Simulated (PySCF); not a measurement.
silanone (H2OSi), SMILES O=[SiH2].

Geometry: B3LYP-D3(BJ)/def2-TZVP.

Two levels are set side by side: TDDFT-PBE/def2-TZVPD (PySCF) and ADC(2)/aug-cc-pVDZ (PySCF). Vertical, same geometry; the bases differ. Differences are taken from unrounded values.

| quantity | ADC(2) |
|---|---|
| lowest singlet excitation (eV) | 3.68 |

Task: What does TDDFT-PBE give, and how far is it from ADC(2)? (An estimate is asked for; the answer gives what the named calculation found.)

Result: 
```tsv
quantity	TDDFT-PBE	TDDFT-PBE minus ADC(2)
lowest singlet excitation (eV)	3.74	0.06
```

On these quantities the two levels nearly agree.

Rough cost on one machine, each run with all the roots and properties that it gave: ADC(2) against TDDFT-PBE about 2 times.
